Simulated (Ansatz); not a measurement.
Consider the silylene formation by 1,1-elimination: `FC[SiH](F)[SiH3]` → `FC[SiH3]` + `F[SiH]`.

Isolated molecules relaxed with PBE0-D4/def2-TZVP in Ansatz; ΔE leaves out vibrations. CCSD(T)/CBS is the MP2 limit (def2-TZVPP, def2-QZVPP) plus CCSD(T) − MP2 in def2-TZVPP, frozen cores. This one scheme is used for every species. Functionals use def2-TZVPP. B3LYP here is the variant with VWN-RPA as its local correlation; programs differ in this. Each species was taken in one conformer, which may not be the lowest.

Question: Is it downhill or uphill in electronic energy at CCSD(T)/CBS, and by how much? (An estimate is asked.)

Answer: Computed: Uphill: ΔE = +2.07 eV.

Question: What do these levels give: PBE-D4, B97M-V, B3LYP-D4, r2SCANh-D4, CAM-B3LYP-D4, PBE0, BHLYP, CAM-B3LYP, HF/def2-TZVPP, MP2/def2-TZVPP, CCSD(T)/def2-TZVPP, MP2/CBS(def2)? (An estimate is asked.)

Answer: Computed: PBE-D4 2.16, B97M-V 2.10, B3LYP-D4 2.02, r2SCANh-D4 2.32, CAM-B3LYP-D4 2.07, PBE0 2.18, BHLYP 2.01, CAM-B3LYP 1.99, HF/def2-TZVPP 1.89, MP2/def2-TZVPP 2.13, CCSD(T)/def2-TZVPP 2.01, MP2/CBS(def2) 2.19 eV.

Largest T1 diagnostic among the species: 0.015.

From PBE to PBE0 (25 % exact exchange), in def2-TZVPP and without D4, ΔE moves by +0.11 eV. Leaving LDA and LC-ωPBE aside and taking each functional with its dispersion term where it has one, the values, not all of them listed here, spread over 0.43 eV, from BLYP-D4 to r2SCAN0-D4. LDA lies +0.31 eV from PBE without D4. At CCSD(T), def2-SVP lies −0.16 eV from the extrapolated value and def2-TZVPP −0.06 eV.
